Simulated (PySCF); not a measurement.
BiFCl2, SMILES [F][Bi]([Cl])[Cl].

Geometry optimised at PBE-D3(BJ)/def2-SVP. The def2 effective core potentials stand for the cores of Bi; spin–orbit coupling is left out.

Calculation: IEF-PCM-PBE0/def2-SVP (PySCF).

The values are the electrostatic part of the solvation free energy, E(continuum) − E(gas) at the gas-phase geometry, in a cavity of scaled van der Waals radii (PySCF's table); cavitation and dispersion terms are not included. A continuum can't describe solvent molecules that bind to the metal. In vacuum the orbital gap is 6.54 eV. The dipole moment in vacuum is 4.49 D.

```json
[
 {"solvent": "water", "ε": "78.36", "ΔG(elec) (kcal/mol)": "-11.1", "dipole (D)": "5.98", "gap (eV)": "6.82"},
 {"solvent": "n-hexane", "ε": "1.88", "ΔG(elec) (kcal/mol)": "-3.8", "dipole (D)": "4.98", "gap (eV)": "6.64"},
 {"solvent": "dimethylsulfoxide", "ε": "46.83", "ΔG(elec) (kcal/mol)": "-10.9", "dipole (D)": "5.95", "gap (eV)": "6.81"}
]
```
